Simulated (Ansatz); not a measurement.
Steps of a relaxation of `[SiH3]OB(S)S` with RKS PBE0-D4/def2-TZVP.

```sh
$ ansatz run in.yaml --threads 4 --pin off --events-out ev --progress --plain --max-ram 10444MiB
```

```yaml
crystal:
  periodic: [false, false, false]
  atoms:
    - {symbol: Si, position_ang: [-1.189006, 0.129932, 1.090615]}
    - {symbol: O, position_ang: [0.089789, -0.513108, 0.202174]}
    - {symbol: B, position_ang: [0.950694, -0.193835, -0.810454]}
    - {symbol: S, position_ang: [2.232651, -1.392298, -1.320345]}
    - {symbol: S, position_ang: [0.938802, 1.388442, -1.738708]}
    - {symbol: H, position_ang: [-0.732635, 0.315327, 2.506821]}
    - {symbol: H, position_ang: [-1.623597, 1.454555, 0.518433]}
    - {symbol: H, position_ang: [-2.325949, -0.844718, 1.028710]}
    - {symbol: H, position_ang: [1.867490, -2.322832, -0.395716]}
    - {symbol: H, position_ang: [-0.125339, 1.927335, -1.078630]}
basis:
  gaussian: {orbitals: def2-TZVP}
hamiltonian: {xc: pbe0, dispersion: d4}
relax: {f_tol: 0.005, max_steps: 150}
```

Positions (Å) and forces (eV/Å) along the path, 7 of 7 steps:

```xyz
10
step=1 energy=-32345.1758 eV
Si   -1.189    0.130    1.091    0.550   -0.222   -0.425
O     0.090   -0.513    0.202   -0.386    0.506    0.094
B     0.951   -0.194   -0.810   -0.271   -0.036    0.293
S     2.233   -1.392   -1.320   -0.335   -0.149    0.416
S     0.939    1.388   -1.739   -0.409   -0.072    0.416
H    -0.733    0.315    2.507   -0.076   -0.048   -0.331
H    -1.624    1.455    0.518    0.112   -0.311    0.129
H    -2.326   -0.845    1.029    0.276    0.204   -0.005
H     1.867   -2.323   -0.396    0.144    0.315   -0.335
H    -0.125    1.927   -1.079    0.395   -0.188   -0.253
10
step=2 energy=-32345.2176 eV
Si   -1.181    0.133    1.081    0.429   -0.218   -0.292
O     0.085   -0.512    0.208   -0.302    0.286    0.139
B     0.940   -0.193   -0.796   -0.100   -0.025    0.091
S     2.217   -1.386   -1.308   -0.122   -0.044    0.153
S     0.923    1.382   -1.721   -0.145   -0.037    0.160
H    -0.723    0.315    2.481   -0.034   -0.001   -0.068
H    -1.605    1.443    0.510    0.016   -0.073    0.037
H    -2.303   -0.837    1.015    0.048    0.060    0.008
H     1.863   -2.317   -0.397    0.053    0.125   -0.128
H    -0.131    1.920   -1.070    0.156   -0.073   -0.099
10
step=3 energy=-32345.2270 eV
Si   -1.172    0.128    1.074    0.049   -0.054   -0.033
O     0.077   -0.512    0.209   -0.083    0.049    0.028
B     0.925   -0.197   -0.794    0.086    0.012   -0.005
S     2.209   -1.378   -1.301   -0.013    0.007   -0.015
S     0.919    1.376   -1.713   -0.001   -0.025   -0.006
H    -0.719    0.316    2.471   -0.002    0.002    0.013
H    -1.598    1.434    0.508   -0.004    0.017   -0.004
H    -2.297   -0.831    1.012   -0.016   -0.004    0.011
H     1.863   -2.308   -0.397    0.001   -0.017    0.006
H    -0.125    1.920   -1.068   -0.017    0.013    0.005
10
step=4 energy=-32345.2272 eV
Si   -1.173    0.127    1.076    0.043   -0.051   -0.031
O     0.075   -0.508    0.206   -0.082    0.035    0.039
B     0.925   -0.195   -0.794    0.096    0.015   -0.022
S     2.208   -1.378   -1.299   -0.009    0.005   -0.015
S     0.924    1.376   -1.716   -0.001   -0.022   -0.005
H    -0.717    0.313    2.472   -0.002    0.003    0.014
H    -1.603    1.433    0.512   -0.005    0.022   -0.007
H    -2.295   -0.835    1.015   -0.017   -0.004    0.012
H     1.860   -2.307   -0.395    0.000   -0.018    0.007
H    -0.120    1.923   -1.074   -0.023    0.016    0.008
10
step=5 energy=-32345.2263 eV rejected
Si   -1.172    0.126    1.074   -0.011    0.020    0.050
O     0.079   -0.501    0.211    0.024    0.002    0.022
B     0.943   -0.185   -0.779   -0.069   -0.059   -0.101
S     2.207   -1.381   -1.300    0.027    0.034    0.008
S     0.924    1.377   -1.714    0.043    0.012    0.003
H    -0.724    0.313    2.473    0.002    0.001    0.009
H    -1.603    1.435    0.514   -0.008    0.000   -0.011
H    -2.296   -0.836    1.018   -0.001   -0.006   -0.016
H     1.854   -2.318   -0.407   -0.005   -0.001    0.016
H    -0.131    1.920   -1.086   -0.002   -0.004    0.018
10
step=6 energy=-32345.2277 eV
Si   -1.174    0.126    1.076    0.003   -0.002   -0.002
O     0.073   -0.501    0.204    0.006    0.002   -0.006
B     0.932   -0.192   -0.793   -0.013    0.010    0.007
S     2.208   -1.380   -1.298    0.007   -0.010   -0.001
S     0.928    1.376   -1.718    0.001    0.001   -0.001
H    -0.718    0.311    2.473    0.000    0.001    0.000
H    -1.608    1.433    0.516   -0.001    0.002    0.000
H    -2.296   -0.838    1.019   -0.002   -0.001    0.000
H     1.858   -2.312   -0.397    0.000    0.000    0.000
H    -0.120    1.924   -1.080   -0.001   -0.003    0.002
10
step=7 energy=-32345.2277 eV
Si   -1.173    0.126    1.076   -0.001    0.000    0.001
O     0.073   -0.500    0.204   -0.001   -0.001    0.001
B     0.933   -0.191   -0.793    0.000    0.005   -0.003
S     2.209   -1.381   -1.298    0.000   -0.001    0.000
S     0.928    1.377   -1.718    0.000   -0.002    0.001
H    -0.718    0.312    2.473    0.000    0.000   -0.001
H    -1.609    1.433    0.516    0.000    0.000    0.000
H    -2.296   -0.839    1.019    0.000    0.000    0.000
H     1.857   -2.312   -0.397    0.000    0.000    0.000
H    -0.120    1.923   -1.079    0.001   -0.001    0.000
```

It took 34 s on 4 threads of an Arm Neoverse V1 on a shared host, with 0.59 GiB of host memory at the peak.
